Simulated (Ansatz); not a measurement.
This geometry of H4N2Zn (7 atoms, charge 0, multiplicity 1) is a first-order saddle point.

All numbers below come from RHF/def2-SVPD in Ansatz 0.2.0.

```xyz
7
Properties=species:S:1:pos:R:3
N -1.521 -0.657 -0.798
Zn -0.001 0.002 -0.001
N 1.523 0.657 0.797
H -2.324 -0.993 -0.306
H -1.695 -0.674 -1.781
H 2.326 0.994 0.309
H 1.692 0.671 1.781
```

Q: Which two structures does it join? (They come from a converged band through this point; their orientation in space is the band's.)

A: No bond is made or broken.  The two ends are copies of one structure, up to a mirror image or an exchange of like atoms.

First end point:

```xyz
7
Properties=species:S:1:pos:R:3
N -1.534 -0.616 -0.798
Zn 0.001 0.000 -0.002
N 1.537 0.616 0.792
H -2.014 -1.454 -0.545
H -2.023 -0.153 -1.535
H 2.464 0.397 0.493
H 1.568 1.210 1.595
```

Last end point:

```xyz
7
Properties=species:S:1:pos:R:3
N -1.537 -0.613 -0.794
Zn 0.000 0.001 0.000
N 1.537 0.614 0.794
H -2.465 -0.390 -0.497
H -1.569 -1.220 -1.587
H 2.015 1.455 0.547
H 2.020 0.153 1.538
```

Q: How far does it lie above each of them?

A: 0.059 eV above the first and 0.059 eV above the second. This is the barrier of this one path; another mechanism may lie lower.

Run time: 76 s on 2 threads of Arm Neoverse V1 (shared host), peak memory 0.21 GiB.
